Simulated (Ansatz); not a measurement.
Consider the atomization: `BC(F)[SiH2]F` → B• + C• + 2 F• + 5 H• + Si•.

Gas-phase electronic energies from Ansatz, PBE0-D4/def2-TZVP geometries. CCSD(T)/CBS is the MP2 limit (def2-TZVPP, def2-QZVPP) plus CCSD(T) − MP2 in def2-TZVPP, frozen cores. This one scheme is used for every species, atoms too. Functionals use def2-TZVPP. B3LYP here is the variant with VWN-RPA as its local correlation; programs differ in this. Open shells (•) are unrestricted, without spin–orbit coupling. Spin–orbit coupling would lower the free atoms: a little for B, C, F, Si. Each species was taken in one conformer, which may not be the lowest.

`BC(F)[SiH2]F`:

Z-matrix (Å, degrees):
```
C
F 1 1.398
Si 1 1.916 2 105.9
B 1 1.525 2 116.8 3 118.4
H 1 1.099 2 108.9 3 -110.9
F 3 1.598 1 108.1 2 -159.9
H 3 1.481 1 112.2 2 80.8
H 3 1.479 1 107.7 2 -41.9
H 4 1.196 1 117.1 2 176.4
H 4 1.193 1 121.7 2 -8.7
```

```csv
level,ΔE (kJ/mol),difference from CCSD(T)/CBS
LDA (SPW92),4096.2,503.5
PBE-D4,3645.1,52.4
revPBE-D4,3555.5,-37.2
BLYP-D4,3590.3,-2.4
B3LYP-D4,3597.3,4.6
r2SCANh-D4,3589.3,-3.4
r2SCAN0-D4,3554.8,-37.9
CAM-B3LYP-D4,3625.5,32.8
ωB97M-V,3611.1,18.4
B2PLYP,3563.5,-29.2
BLYP,3550.7,-42.0
HF/def2-SVP,2713.3,-879.4
MP2/def2-SVP,3439.5,-153.2
HF/def2-QZVPP,2725.7,-867.0
MP2/def2-QZVPP,3628.3,35.6
CCSD/CBS(def2),3548.2,-44.5
CCSD(T)/CBS,3592.7,0
```

**Question.** What do rigid-rotor, harmonic-oscillator terms from PBE0-D4/def2-TZVP frequencies (298.15 K, 1 bar) make of the CCSD(T)/CBS value? (An estimate is asked.)

**Answer.** Ansatz gave: ΔZPE = -157.4 kJ/mol, ΔH = +3476.7 kJ/mol, ΔS = 1031 J/(mol·K), ΔG = +3169.4 kJ/mol. Open shells count their whole term as degenerate. Modes under 50 cm⁻¹ make the entropy rough.

Largest T1 diagnostic among the species: 0.014.

Leaving LDA and LC-ωPBE aside and taking each functional with its dispersion term where it has one, the values, not all of them listed here, spread over 139.4 kJ/mol, from BHLYP-D4 to PBE-D4. LDA lies +468.9 kJ/mol from PBE without D4, its usual overbinding. The D4 term adds +28.8 kJ/mol with B3LYP and +15.0 kJ/mol with PBE0; it sums over pairs of atoms, weighted by their polarisabilities, and B3LYP, whose exchange is more repulsive, gets the larger term. In def2-TZVPP, CCSD(T) changes the Hartree–Fock value by +783.1 kJ/mol (the triples alone add +44.5 kJ/mol) and MP2 by +855.0 kJ/mol; breaking electron pairs costs correlation energy, which Hartree–Fock lacks.

For atomizations the MP2-based limit and the directly extrapolated one differ by several kJ/mol either way, and by 10 to 25 for some Ge, Se and Sn compounds, so smaller differences from it don't rank the levels.
